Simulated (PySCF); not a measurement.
H3B3Cl3N3, singlet, at a GFN2-xTB geometry. Base run: MP2/pcseg-1 (PySCF).

The PySCF input:
```python
from pyscf import gto, scf, mp

mol = gto.Mole()
mol.atom = '''
    Cl   -1.64657899   -2.57122596   -0.80160105
    B    -0.74801581   -1.16806888   -0.36415518
    N    -1.39762621    0.07263285   -0.12954413
    B    -0.67801320    1.24217779    0.23197843
    Cl   -1.49248487    2.73435911    0.51064538
    N     0.73311727    1.14480397    0.35690215
    B     1.42602901   -0.07410891    0.13217674
    Cl    3.13906386   -0.16313315    0.29095568
    N     0.66450893   -1.21743683   -0.22735802
    H    -2.40215759    0.12483707   -0.22265281
    H     1.26003878    1.96762163    0.61342239
    H     1.14211880   -2.09245870   -0.39076958
'''
mol.basis = 'pcseg-1'
mol.verbose = 4
mol.build()

mf = scf.RHF(mol)
mf.kernel()

pt = mp.MP2(mf, frozen=21)
pt.kernel()
print('E(MP2) = %.10f' % pt.e_tot)
mf.analyze()
```

The base run was repeated with changes; each row names its change, and settings that it needs were set with it.

| change | basis functions | E (Eh) | MP2 correlation (Eh) | SCF-reference HOMO (eV) | SCF-reference HOMO-LUMO gap (eV) |
|---|---|---|---|---|---|
| base | 153 | -1619.01716 | -1.10716 | -11.87 | 15.89 |
| basis = STO-3G | 60 | -1600.59199 | -0.28152 | -10.13 | 17.26 |
| basis = pcseg-0 | 99 | -1616.28474 | -0.58604 | -12.11 | 16.25 |
| basis = 3-21G | 99 | -1610.73243 | -0.58074 | -11.93 | 16.13 |
| basis = 6-31G | 99 | -1618.43980 | -0.57684 | -11.89 | 16.01 |
| basis = def2-SV(P) | 144 | -1618.54733 | -1.09719 | -11.57 | 16.05 |
| basis = 6-31G* | 144 | -1619.09106 | -1.07947 | -11.63 | 15.99 |

Totals compare only among sets that treat the same electrons; sets with core potentials leave the core out.
